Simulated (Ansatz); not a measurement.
`C[O][AlH][SiH2][SiH3]` + `O[SiH2]O` → `O[SiH2]O[SiH2][SiH3]` + `C[O][AlH2]`  (cleavage of the Si–Al bond)

Gas-phase electronic energies from Ansatz, PBE0-D4/def2-TZVP geometries. CCSD(T)/CBS is the MP2 limit (def2-TZVPP, def2-QZVPP) plus CCSD(T) − MP2 in def2-TZVPP, frozen cores. Functionals use def2-TZVPP. Each species was taken in one conformer, which may not be the lowest.

CCSD(T)/CBS gives -77.8 kJ/mol.

Task: Another level gave -107.4 kJ/mol. Which?
A. HF/def2-TZVPP
B. PBE/def2-TZVPP
C. B2PLYP/def2-TZVPP
D. CCSD(T)/def2-TZVPP

Result: A. HF/def2-TZVPP -107.4, PBE -51.8, B2PLYP -83.4, CCSD(T)/def2-TZVPP -76.6 kJ/mol.

Largest T1 diagnostic among the species: 0.014.

From PBE to PBE0 (25 % exact exchange), in def2-TZVPP and without D4, ΔE moves by −8.1 kJ/mol. In def2-TZVPP, CCSD(T) changes the Hartree–Fock value by +30.8 kJ/mol (the triples alone add +4.5 kJ/mol) and MP2 by +24.3 kJ/mol.
